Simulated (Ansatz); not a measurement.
Consider the homolysis of the Al–O bond: `[CH3][Al]([OH])[SeH]` → `[CH3][Al][SeH]`• + `[OH]`•.

Computed with Ansatz on PBE0-D4/def2-TZVP structures; ΔE is electronic, products minus reactants. CCSD(T)/CBS is the MP2 limit (def2-TZVPP, def2-QZVPP) plus CCSD(T) − MP2 in def2-TZVPP, frozen cores. This one scheme is used for every species. Functionals use def2-TZVPP. B3LYP here is the variant with VWN-RPA as its local correlation; programs differ in this. HSE06 is defined as in plane-wave codes. Open shells (•) are unrestricted, without spin–orbit coupling. For Se outer-core shells are correlated without core-valence functions, which leaves a few kJ/mol of doubt a bond. Scalar relativity is left out up to krypton. Each species was taken in one conformer, which may not be the lowest.

`[CH3][Al]([OH])[SeH]`:

Z-matrix (Å, degrees):
```
C
Al 1 1.936
H 1 1.094 2 110.6
H 1 1.093 2 111.7 3 119.3
H 1 1.092 2 111.0 3 -119.4
O 2 1.694 1 119.5 3 97.9
Se 2 2.330 1 120.0 3 -81.7
H 6 0.955 2 124.9 1 -179.1
H 7 1.469 2 92.7 1 178.7
```

`[CH3][Al][SeH]`•:

Cartesian coordinates in Å:
```
C -0.014 1.169 0.503
Al 0.561 -0.219 -0.764
Se -0.449 -2.313 -0.462
H 0.374 0.933 1.499
H -1.107 1.186 0.565
H 0.335 2.166 0.228
H 0.299 -2.921 -1.569
```

`[OH]`•:

Z-matrix (Å, degrees):
```
O
H 1 0.973
```

| level | ΔE (eV) | difference from CCSD(T)/CBS |
| --- | --- | --- |
| PBE-D4 | 5.51 | -0.25 |
| r2SCAN-D4 | 5.47 | -0.29 |
| B97M-V | 5.58 | -0.18 |
| PBE0-D4 | 5.42 | -0.34 |
| B3LYP-D4 | 5.48 | -0.28 |
| r2SCANh-D4 | 5.43 | -0.33 |
| HSE06-D4 | 5.42 | -0.34 |
| CAM-B3LYP-D4 | 5.62 | -0.14 |
| ωB97M-V | 5.73 | -0.03 |
| PBE | 5.48 | -0.28 |
| r2SCAN | 5.46 | -0.30 |
| B3LYP | 5.43 | -0.33 |
| HSE06 | 5.40 | -0.36 |
| SCS-MP2/def2-TZVPP | 5.78 | 0.02 |
| MP2/def2-QZVPP | 6.01 | 0.25 |
| HF/CBS(def2) | 4.21 | -1.55 |
| CCSD(T)/CBS | 5.76 | 0 |

Largest T1 diagnostic among the species: 0.012.

Leaving LDA and LC-ωPBE aside and taking each functional with its dispersion term where it has one, the values, not all of them listed here, spread over 0.44 eV, from revPBE-D4 to ωB97M-V. LDA lies +0.81 eV from PBE without D4, its usual overbinding. The D4 term adds +0.05 eV with B3LYP and +0.03 eV with PBE0; it sums over pairs of atoms, weighted by their polarisabilities, and B3LYP, whose exchange is more repulsive, gets the larger term.
